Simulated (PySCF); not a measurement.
C₃H₄O₃, SMILES O=C1OCCO1 (connectivity only; charge and spin as stated), charge -1, multiplicity 2.

Coordinates come from a B3LYP-D3(BJ)/def2-SVPD optimisation. The multiplicity is an assumed one; no other spin state was optimised. Other conformers were not sampled.

Two levels are set side by side: PBE/def2-SVPD (PySCF) and r2SCAN/def2-SVPD (PySCF). Same geometry, gas phase. Differences are taken from unrounded values.

```
quantity                      PBE
---------------------------  ----
α-spin orbital gap (eV)      1.15
β-spin orbital gap (eV)      4.39
mean polarisability (bohr³)  78.5
```

Task: These are the PBE values. What does r2SCAN give? (An estimate is asked for; the answer gives what the named calculation found.)

Result: 
```
quantity                     r2SCAN  PBE minus r2SCAN
---------------------------  ------  ----------------
α-spin orbital gap (eV)        2.06             -0.91
β-spin orbital gap (eV)        5.23             -0.85
mean polarisability (bohr³)    68.8               9.7
```

Rough cost on one machine, each run with all the roots and properties that it gave: r2SCAN against PBE about 3 times.
